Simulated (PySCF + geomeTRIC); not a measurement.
The multiplicity is imposed and other spin states were not computed.

These are TPSS-D3(BJ)/def2-SVP in PySCF + geomeTRIC values and carry that method's errors. fastk is a local helper that only speeds up exchange builds. No frequencies were computed at this level.

```python
import json, numpy as np
from pyscf import gto, dft
from fastk import lowrank_exchange
atoms = """
Cu    -0.129807     0.427467    -0.201849
C     -2.033497     0.317992     0.244277
C     -1.404155    -0.816712     0.721660
H     -2.316590     1.105680     0.942013
H     -2.642653     0.252194    -0.656855
H     -1.421562    -1.743654     0.171713
H     -1.099245    -0.900005     1.752214
C      1.723360     0.110398    -0.409528
N      2.857625    -0.012037    -0.575353
"""
def scf(charge, spin, dm0=None):
    mol = gto.M(atom=atoms, basis='def2-svp', ecp={}, charge=charge, spin=spin, verbose=3, max_memory=5040)
    mf = dft.KS(mol, xc='tpss').density_fit(auxbasis="def2-universal-jkfit")
    mf.disp = 'd3bj'
    mf.grids.level = 3
    mf.conv_tol = 1e-8
    mf.max_cycle = 120
    mf.level_shift = 0.25
    mf.kernel(dm0)
    if not mf.converged:
        mf = mf.newton().run(mf.mo_coeff, mf.mo_occ).undo_soscf()
    return mf
mf = scf(0, 0)
from pyscf.geomopt.geometric_solver import kernel as optimize
path = []
done, mol = optimize(mf, maxsteps=120, assert_convergence=False, callback=lambda env: path.append((env["energy"], bool(env["g_scanner"].converged))))
res = dict(converged=bool(done and path[-1][1]), energy=path[-1][0], path=[e for e, c in path], xyz=mol.atom_coords(unit="Angstrom").tolist(), nao=mol.nao)
json.dump(res, open("result.json", "w"))
```

Output:

```
converged SCF energy = -1811.69027371424
Geometry optimization cycle 1
converged SCF energy = -1811.69027369651
cycle 1: E = -1811.6902737  dE = -1811.69  norm(grad) = 0.0869383
Geometry optimization cycle 2
converged SCF energy = -1811.69424723894
cycle 2: E = -1811.69424724  dE = -0.00397354  norm(grad) = 0.0243575
Geometry optimization cycle 3
converged SCF energy = -1811.69582599337
cycle 3: E = -1811.69582599  dE = -0.00157875  norm(grad) = 0.0259292
Geometry optimization cycle 4
converged SCF energy = -1811.69734672037
cycle 4: E = -1811.69734672  dE = -0.00152073  norm(grad) = 0.0281466
Geometry optimization cycle 5
converged SCF energy = -1811.69813366582
cycle 5: E = -1811.69813367  dE = -0.000786945  norm(grad) = 0.0139406
Geometry optimization cycle 6
converged SCF energy = -1811.6986735736
cycle 6: E = -1811.69867357  dE = -0.000539908  norm(grad) = 0.0115204
Geometry optimization cycle 7
converged SCF energy = -1811.69917916339
cycle 7: E = -1811.69917916  dE = -0.00050559  norm(grad) = 0.0173836
Geometry optimization cycle 8
converged SCF energy = -1811.69964569283
cycle 8: E = -1811.69964569  dE = -0.000466529  norm(grad) = 0.0138474
Geometry optimization cycle 9
converged SCF energy = -1811.69983849756
cycle 9: E = -1811.6998385  dE = -0.000192805  norm(grad) = 0.00551412
Geometry optimization cycle 10
converged SCF energy = -1811.69989741317
cycle 10: E = -1811.69989741  dE = -5.89156e-05  norm(grad) = 0.00301226
Geometry optimization cycle 11
converged SCF energy = -1811.69992435504
cycle 11: E = -1811.69992436  dE = -2.69419e-05  norm(grad) = 0.00306928
Geometry optimization cycle 12
converged SCF energy = -1811.69993550428
cycle 12: E = -1811.6999355  dE = -1.11492e-05  norm(grad) = 0.00168501
Geometry optimization cycle 13
converged SCF energy = -1811.69993848874
cycle 13: E = -1811.69993849  dE = -2.98447e-06  norm(grad) = 0.000428347
Geometry optimization cycle 14
converged SCF energy = -1811.69993918904
cycle 14: E = -1811.69993919  dE = -7.00296e-07  norm(grad) = 0.000381269
Geometry optimization cycle 15
converged SCF energy = -1811.69993937757
cycle 15: E = -1811.69993938  dE = -1.88529e-07  norm(grad) = 0.000259609
<class 'geometric.internal.Distance'> : 9
<class 'geometric.internal.Angle'> : 11
<class 'geometric.internal.LinearAngle'> : 4
<class 'geometric.internal.OutOfPlane'> : 3
<class 'geometric.internal.Dihedral'> : 15
<class 'geometric.internal.TranslationX'> : 1
<class 'geometric.internal.TranslationY'> : 1
<class 'geometric.internal.TranslationZ'> : 1
<class 'geometric.internal.RotationA'> : 1
<class 'geometric.internal.RotationB'> : 1
<class 'geometric.internal.RotationC'> : 1
Step    0 : Gradient = 2.898e-02/5.667e-02 (rms/max) Energy = -1811.6902736965
Step    1 : Displace = 3.177e-02/5.231e-02 (rms/max) Trust = 1.000e-01 (=) Grad = 8.119e-03/1.481e-02 (rms/max) E (change) = -1811.6942472389 (-3.974e-03) Quality = 1.206
Step    2 : Displace = 3.069e-02/4.214e-02 (rms/max) Trust = 1.414e-01 (+) Grad = 8.643e-03/1.511e-02 (rms/max) E (change) = -1811.6958259934 (-1.579e-03) Quality = 1.277
Step    3 : Displace = 4.501e-02/7.440e-02 (rms/max) Trust = 2.000e-01 (+) Grad = 9.382e-03/1.951e-02 (rms/max) E (change) = -1811.6973467204 (-1.521e-03) Quality = 1.293
Step    4 : Displace = 4.168e-02/6.656e-02 (rms/max) Trust = 2.828e-01 (+) Grad = 4.647e-03/8.178e-03 (rms/max) E (change) = -1811.6981336658 (-7.869e-04) Quality = 1.411
Step    5 : Displace = 4.684e-02/7.019e-02 (rms/max) Trust = 3.000e-01 (+) Grad = 3.840e-03/6.757e-03 (rms/max) E (change) = -1811.6986735736 (-5.399e-04) Quality = 1.436
Step    6 : Displace = 5.844e-02/8.567e-02 (rms/max) Trust = 3.000e-01 (=) Grad = 5.795e-03/1.075e-02 (rms/max) E (change) = -1811.6991791634 (-5.056e-04) Quality = 1.471
Step    7 : Displace = 6.984e-02/1.044e-01 (rms/max) Trust = 3.000e-01 (=) Grad = 4.616e-03/9.267e-03 (rms/max) E (change) = -1811.6996456928 (-4.665e-04) Quality = 1.356
Step    8 : Displace = 3.907e-02/6.048e-02 (rms/max) Trust = 3.000e-01 (=) Grad = 1.838e-03/3.329e-03 (rms/max) E (change) = -1811.6998384976 (-1.928e-04) Quality = 1.325
Step    9 : Displace = 1.389e-02/2.289e-02 (rms/max) Trust = 3.000e-01 (=) Grad = 1.004e-03/2.012e-03 (rms/max) E (change) = -1811.6998974132 (-5.892e-05) Quality = 1.365
Step   10 : Displace = 5.836e-03/1.007e-02 (rms/max) Trust = 3.000e-01 (=) Grad = 1.023e-03/1.897e-03 (rms/max) E (change) = -1811.6999243550 (-2.694e-05) Quality = 1.348
Step   11 : Displace = 3.169e-03/5.609e-03 (rms/max) Trust = 3.000e-01 (=) Grad = 5.617e-04/1.124e-03 (rms/max) E (change) = -1811.6999355043 (-1.115e-05) Quality = 1.251
Step   12 : Displace = 2.328e-03/4.160e-03 (rms/max) Trust = 3.000e-01 (=) Grad = 1.428e-04/2.089e-04 (rms/max) E (change) = -1811.6999384887 (-2.984e-06) Quality = 1.199
Step   13 : Displace = 1.681e-03/2.861e-03 (rms/max) Trust = 3.000e-01 (=) Grad = 1.271e-04/2.200e-04 (rms/max) E (change) = -1811.6999391890 (-7.003e-07) Quality = 1.121
Step   14 : Displace = 7.431e-04/1.315e-03 (rms/max) Trust = 3.000e-01 (=) Grad = 8.654e-05/1.594e-04 (rms/max) E (change) = -1811.6999393776 (-1.885e-07) Quality = 1.069
Converged! =D
```

Cost: about 7 core-minutes (a rough figure).
